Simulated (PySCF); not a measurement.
An unknown shows these calculated signals:

1H NMR (400 MHz, computed): δ 7.31 (m, 1H), 6.83 (m, 1H), 6.72 (m, 1H), 4.93 (d, 1H), 4.46 (m, 2H), 4.25 (d, 3H), 1.87 (m, 2H).

13C{1H} NMR (computed): δ 161.5 (CH), 160.4 (CH), 148.7 (CH), 123.2 (C), 106.7 (CH), 23.2 (CH2).

[PySCF: PBE0-D3(BJ)/def2-SVP structure; GIAO PBE0/pcSseg-1 shieldings; a single conformation; gas phase; rapidly exchanging positions averaged; no relativistic terms]

Chemical shifts δ = σref − σ; 1H (31.27 ppm), 13C (184.41 ppm) vs TMS, all at this level.

**Question.** Which of these does the molecule contain: a Si–H bond, a carboxylic acid, a nitrile, an ester, a non-aromatic C=C double bond, a methoxy group?

**Answer.** 
- A Si–H bond: yes (δH 4.46 (m)).
- A carboxylic acid: no.
- A nitrile: yes (δC 123.2).
- An ester: no.
- A non-aromatic C=C double bond: yes.
- A methoxy group: no.

The data belong to SMILES N#C/C=C/C[SiH2]/C=C\[SiH3], C6H11NSi2; they needn't prove each group on their own.

Carbon signals by region: 2 in the far downfield region (above 160 ppm), 3 in the sp2 and nitrile region (100–160 ppm), 1 below 50 ppm. Above 160 ppm: 161.5, alkene CH, 160.4, alkene CH.

Shifts are as computed. Against solution values, carbons near 30 ppm lie about +2 ppm off and those near 130 ppm about +5 ppm. Of 1309 compounds with measured shifts, 239 miss one by over three times the rms of a fit or turn the order of signals round; such compounds aren't used in these exercises. Multiplicities follow the n + 1 count of equivalent neighbours, as no J values were calculated; m marks all less simple cases, F and P coupling included.
